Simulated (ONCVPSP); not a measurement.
Varying the ONCV potential for lead (Pb)

Base potential:

- Element: lead (Pb)
- Generator: ONCVPSP 4.0.1
- Type: optimised norm-conserving Vanderbilt (ONCV)
- Functional: PBEsol
- Relativity: scalar-relativistic
- Frozen core: [Kr] 4d10 4f14
- Valence charge: 22
- Reference configuration: 5s2 5p6 5d10 6s2 6p2
- Partial waves: 5s+6s: rc 1.55 bohr, ncon 4, nbas 8, qcut 9.1 1/bohr, 2 projectors; 5p+6p: rc 1.35 bohr, ncon 4, nbas 7, qcut 8.8 1/bohr, 2 projectors; 5d: rc 1.30 bohr, ncon 4, nbas 7, qcut 6.6 1/bohr, 2 projectors, debl 1.1 Ha
- Local potential: polynomial inside 1.15 bohr (lpopt 5, dvloc0 2 Ha)
- Core correction: polynomial model core, fcfact 0.4

Cutoffs, loose and tight: the cutoffs (Ha) at which the residual kinetic energy of the hardest occupied pseudo-wave falls to 1 and 0.1 mHa per electron. They do not see the model core or the augmentation charge, which bear on the density cutoff. Test errors are all-electron minus pseudo excitation energies from the reference, over the configurations 5s2 5p6 5d10 6s2 6p1; 5s2 5p6 5d10 6s2 6p0; 5s2 5p6 5d10 6s1 6p0; 5s2 5p6 5d10 6s2 6p1.5. A dash means not determined; rows that change the core or the reference have their own tests.

| change | outcome | cutoff, loose | cutoff, tight | bound ghosts | GHOST(+) flags above zero | largest test error (meV) |
| --- | --- | --- | --- | --- | --- | --- |
| base | generated | 32 Ha | 49 Ha | none | s | -26 |
| fully relativistic | generated | 32 Ha | 71 Ha | none | s | -4.5 |
| core [Kr] 4d10 4f14 5s2, valence charge 20; reference 5p6 5d10 6s2 6p0.5; waves now 6s: rc 1.90 bohr, ncon 3, nbas 8, qcut 3.3 1/bohr, 2 projectors, debl 0.6 Ha; 5p+6p: rc 1.65 bohr, ncon 3, nbas 7, qcut 8.8 1/bohr, 3 projectors, debl 1.9 Ha; 5d: rc 1.80 bohr, ncon 5, nbas 10, qcut 7.2 1/bohr, 2 projectors, debl 1.3 Ha; local potential polynomial inside 1.40 bohr (lpopt 5, dvloc0 6 Ha) | generated, projector energies reset by the program | 22 Ha | 48 Ha | none | s | -12 |
| core correction Teter function, parameters optimised by the program | generated | 32 Ha | 49 Ha | none | s | -26 |
| s: qcut 11.5; p: qcut 11.1; d: qcut 8.3 | generated | 41 Ha | 48 Ha | none | s | -23 |
| p: nproj 4 | generated | 32 Ha | 49 Ha | none | s | -26 |
| s: ncon 5, nbas 9 | generated | 32 Ha | 49 Ha | none | s | -25 |

**Question.** What comes out with this change to the base: functional LDA (Perdew-Wang 92)?

**Answer.** outcome: generated; cutoff, loose: 32 Ha; cutoff, tight: 57 Ha; bound ghosts: none; GHOST(+) flags above zero: s; largest test error (meV): -26.
